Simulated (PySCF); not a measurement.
**Bond curve of EuF**

Set-up: PySCF, spin-free X2C with a Gaussian nucleus, basis sets Eu x2c-TZVPall, F x2c-TZVPall. Energies in eV from Eu (4f7 6s2) + F in their ground configurations at the same level. State: nonet, about 7.0 electrons in the 4f shell (Mulliken).

All columns are PBE. A positive dipole means Eu(−)F(+).

```json
{"R (Å)": "1.777", "E (eV)": "-5.087", "μ (D)": "-1.69", "Mulliken charge on Eu (basis-dependent)": "0.33", "HOMO (eV)": "-2.19", "LUMO (eV)": "-1.95", "Mayer bond order": "1.09", "⟨S²⟩": "20.01"}
{"R (Å)": "1.859", "E (eV)": "-5.641", "μ (D)": "-2.18", "Mulliken charge on Eu (basis-dependent)": "0.40", "HOMO (eV)": "-2.36", "LUMO (eV)": "-2.02", "Mayer bond order": "1.01", "⟨S²⟩": "20.01"}
{"R (Å)": "1.942", "E (eV)": "-5.943", "μ (D)": "-2.66", "Mulliken charge on Eu (basis-dependent)": "0.45", "HOMO (eV)": "-2.57", "LUMO (eV)": "-2.09", "Mayer bond order": "0.94", "⟨S²⟩": "20.01"}
{"R (Å)": "2.004", "E (eV)": "-6.048", "μ (D)": "-3.02", "Mulliken charge on Eu (basis-dependent)": "0.48", "HOMO (eV)": "-2.73", "LUMO (eV)": "-2.16", "Mayer bond order": "0.90", "⟨S²⟩": "20.01"}
{"R (Å)": "2.066", "E (eV)": "-6.075", "μ (D)": "-3.37", "Mulliken charge on Eu (basis-dependent)": "0.51", "HOMO (eV)": "-2.89", "LUMO (eV)": "-2.22", "Mayer bond order": "0.87", "⟨S²⟩": "20.01"}
{"R (Å)": "2.128", "E (eV)": "-6.044", "μ (D)": "-3.71", "Mulliken charge on Eu (basis-dependent)": "0.53", "HOMO (eV)": "-3.04", "LUMO (eV)": "-2.29", "Mayer bond order": "0.84", "⟨S²⟩": "20.01"}
{"R (Å)": "2.211", "E (eV)": "-5.936", "μ (D)": "-4.17", "Mulliken charge on Eu (basis-dependent)": "0.56", "HOMO (eV)": "-3.25", "LUMO (eV)": "-2.38", "Mayer bond order": "0.81", "⟨S²⟩": "20.01"}
{"R (Å)": "2.314", "E (eV)": "-5.730", "μ (D)": "-4.72", "Mulliken charge on Eu (basis-dependent)": "0.58", "HOMO (eV)": "-3.49", "LUMO (eV)": "-2.49", "Mayer bond order": "0.78", "⟨S²⟩": "20.01"}
{"R (Å)": "2.438", "E (eV)": "-5.426", "μ (D)": "-5.38", "Mulliken charge on Eu (basis-dependent)": "0.60", "HOMO (eV)": "-3.73", "LUMO (eV)": "-2.62", "Mayer bond order": "0.75", "⟨S²⟩": "20.01"}
{"R (Å)": "2.603", "E (eV)": "-4.984", "μ (D)": "-6.22", "Mulliken charge on Eu (basis-dependent)": "0.61", "HOMO (eV)": "-3.93", "LUMO (eV)": "-2.79", "Mayer bond order": "0.72", "⟨S²⟩": "20.01"}
```

A fit through these points gives, at Re = 2.061 Å, μ = -3.34 D and dμ/dR = -5.62 D/Å; the reduced mass is 16.9 u.

Q: How strong is the fundamental in the double-harmonic approximation, I = 42.26·(dμ/dR)²/μred km/mol?

A: I = 42.26·(-5.62)²/16.9 = 79.0 km/mol at PBE.

These are scalar-relativistic numbers at best; spin–orbit coupling would shift them, the dissociation energy most. With d or f electrons several states lie close, and the lowest PBE0 determinant need not be the measured ground state.
